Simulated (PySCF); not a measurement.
MoF₅, SMILES [F][Mo+]([F])([F])([F])[F], charge +1, multiplicity 1. Coordinates come from a PBE0-D3(BJ)/def2-SVP optimisation. The multiplicity is an assumed one; no other spin state was optimised. The isomer is the one that the SMILES or the coordinates give; other isomers of the formula were not compared. The def2 effective core potentials stand for the cores of Mo; spin–orbit coupling is left out.

Computed equilibrium geometry at PBE0-D3(BJ)/def2-SVP (PySCF confirms it by a frequency run) as a Z-matrix, and its point group:
point group D3h.
```
Mo
F 1 1.7583
F 1 1.7583 2 120.00
F 1 1.7583 2 120.00 3 -180.00
F 1 1.7876 2 90.00 3 -90.00
F 1 1.7876 2 90.00 5 -180.00
```
Charge +1, spin multiplicity 1.
